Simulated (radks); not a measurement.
Values are calculated unless marked as measured or tabulated.
Initial-state core-level shifts of neutral gallium when its valence configuration changes from [Ar] 3d10 4s2 4p1. Level of theory: Dirac Kohn-Sham, PBEsol, spin-unpolarised, spherical densities, finite nucleus; open shells fill j = l - 1/2 first; Fermi nuclear charge, rms radius 3.9973 fm (a radial shooting solver on a logarithmic mesh with Libxc functionals). Shifts are changes of the shell-averaged eigenvalues in eV (positive: less bound); the change of the density at the nucleus, which sets a Mossbauer isomer shift, is in e/bohr^3, on a base of 2.819e+04.

valence                1s       2s       3s       3p  density at nucleus
3d10 4s1.5 4p1.5   -0.972   -0.927   -0.967   -0.966              -5.920
3d10 4s1 4p2       -1.889   -1.800   -1.879   -1.878             -12.218
3d8 4s1 4p4       -23.208  -25.364  -21.682  -21.226              +2.388
3d9 4s2 4p2       -10.256  -11.247   -9.737   -9.525              +9.557
3d8 4s2 4p3       -21.583  -23.792  -20.085  -19.638             +20.398
3d9.5 4s2 4p1.5    -5.008   -5.472   -4.801   -4.699              +4.613
3d9 4s1 4p3       -12.037  -12.955  -11.495  -11.277              -5.528
3d9.5 4s1.5 4p2    -5.913   -6.339   -5.699   -5.595              -2.031
